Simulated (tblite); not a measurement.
A tight-binding relaxation on `O=C[C@@]1(F)O[C@@H](F)CC[SiH2]1`.

Computed with GFN2-xTB geometry optimisation, gas phase (tblite 0.8.0). Start geometry: from a force field or distance geometry. The input is one job of a driver script: a line of settings, then coordinates in Å.

Command:
```bash
OMP_NUM_THREADS=1 python probes_run.py task.json out
```

Input:
```
{"job": {"kind": "relax", "xc": "GFN2-xTB", "basis": "xTB"}, "charge": 0, "multiplicity": 1}
O      3.553000    -0.243000     0.077500
C      2.570600     0.186100    -0.576200
C      1.256400     0.392500     0.085200
F      1.282400     1.181400     1.184500
O      0.376500     0.874100    -0.915800
C     -0.825300     1.311100    -0.411600
F     -1.436700     2.053800    -1.407000
C     -1.755800     0.332600     0.123100
C     -1.296000    -1.067000     0.358200
Si     0.528800    -1.319100     0.401600
H      2.674200     0.406700    -1.642800
H     -0.592700     2.049300     0.412900
H     -2.187400     0.714800     1.101500
H     -2.647100     0.287900    -0.555400
H     -1.754900    -1.710400    -0.424100
H     -1.704700    -1.413400     1.344200
H      0.902300    -2.104200    -0.777200
H      1.047800    -1.926900     1.609800
```

Output:
```
step      E/eV     max force
  0    -926.71098    4.270
  1    -927.01156    5.045
  2    -927.14768    1.498
  3    -927.18951    0.693
  4    -927.23153    0.561
  5    -927.25149    0.513
  6    -927.26207    0.290
  7    -927.26791    0.210
  8    -927.27368    0.291
  9    -927.27739    0.217
... (148 lines left out)
158    -927.77200    0.028
159    -927.77213    0.031
160    -927.77230    0.032
161    -927.77249    0.037
162    -927.77265    0.033
163    -927.77274    0.021
164    -927.77278    0.013
165    -927.77281    0.010
166    -927.77284    0.019
167    -927.77286    0.010
```

«max force» is the largest atomic force in eV/Å.

**Question.** From which step on does the largest force stay under 0.1 eV/Å, and how much energy is left to gain from there?

**Answer.** From step 137 (0.082 eV/Å), 5.7 meV above the end.

Summary of the converged run: energy lowered by 24.5 kcal/mol over 167 steps; largest atomic force 0.010 eV/Å at the end.

Time: 1.6 s of wall time. Hardware: one thread, Arm Neoverse V1 (aarch64), no GPU, on a shared host.
Labels such as C1 count atoms from 1, the log's own numbers from 0.
